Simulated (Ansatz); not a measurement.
BrFH₄OSi₂, SMILES `O[SiH](F)[SiH2]Br`. The species carries charge 0 and has multiplicity 1. The geometry is a stationary point of PBE0-D4/def2-TZVP. It is one conformer, not always the lowest.

```xyz
9

O    -1.477   -0.294    1.288
Si   -0.348   -1.004    0.352
F     0.807   -1.670    1.235
Si    0.675    0.653   -0.965
Br    0.672    2.461    0.362
H    -1.276    0.580    1.633
H    -1.026   -2.095   -0.381
H     2.081    0.372   -1.344
H    -0.107    0.997   -2.180
```

Task: What is the dipole moment at ωB97M-V/def2-TZVPP? (An estimate is asked.)

Result: Computed: 1.33 D, with components (-0.13, 0.28, -1.29) D in this frame, pointing from negative to positive charge.

Task: And with PBE, r2SCAN, B3LYP? (Estimate.)

Result: Ansatz gave: PBE 1.18 D, r2SCAN 1.24 D, B3LYP 1.35 D.

Task: Give the Mulliken charges with ωB97M-V, PBE, B3LYP in def2-TZVPP. (Best estimate.)

Result: Ansatz gave: 
```csv
atom,ωB97M-V,PBE,B3LYP
O1,-0.36,-0.33,-0.37
Si2,0.60,0.58,0.67
F3,-0.30,-0.27,-0.31
Si4,0.14,0.19,0.24
Br5,-0.22,-0.22,-0.25
H6,0.19,0.20,0.20
H7,-0.04,-0.08,-0.09
H8,0.00,-0.03,-0.04
H9,0.00,-0.03,-0.04
```

B3LYP here is the variant with VWN-RPA as its local correlation; programs differ in this.
